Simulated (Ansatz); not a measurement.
Consider the ligand exchange at the Si–O bond: `CC[Si]O` + H–F → `CC[Si]F` + H₂O.

Computed with Ansatz on PBE0-D4/def2-TZVP structures; ΔE is electronic, products minus reactants. CCSD(T)/CBS is the MP2 limit (def2-TZVPP, def2-QZVPP) plus CCSD(T) − MP2 in def2-TZVPP, frozen cores. This one scheme is used for every species. DFT in def2-TZVPP. Each species was taken in one conformer, which may not be the lowest.

```csv
level,ΔE (kcal/mol)
BLYP-D4,-7.6
r2SCAN-D4,-7.2
PBE0-D4,-6.7
BLYP,-8.8
r2SCAN0,-7.3
CAM-B3LYP,-8.6
MP2/def2-QZVPP,-6.6
SCS-MP2/def2-QZVPP,-7.5
```

**Question.** What does CCSD(T)/CBS give? (An estimate is asked.)

**Answer.** Ansatz gave: -7.3 kcal/mol. The listed levels differ from it by -0.3, 0.1, 0.6, -1.5, 0.0, -1.3, 0.7, -0.2 kcal/mol.

Largest T1 diagnostic among the species: 0.013.

The D4 term adds +0.9 kcal/mol with B3LYP and +0.5 kcal/mol with PBE0; it sums over pairs of atoms, weighted by their polarisabilities, and B3LYP, whose exchange is more repulsive, gets the larger term. In def2-TZVPP, CCSD(T) changes the Hartree–Fock value by +3.1 kcal/mol (the triples alone add +0.6 kcal/mol) and MP2 by +3.7 kcal/mol. Leaving LDA and LC-ωPBE aside and taking each functional with its dispersion term where it has one, the values, not all of them listed here, spread over 2.1 kcal/mol, from BHLYP-D4 to revPBE-D4. LDA lies +1.8 kcal/mol from PBE without D4.

B3LYP here is the variant with VWN-RPA as its local correlation; programs differ in this.
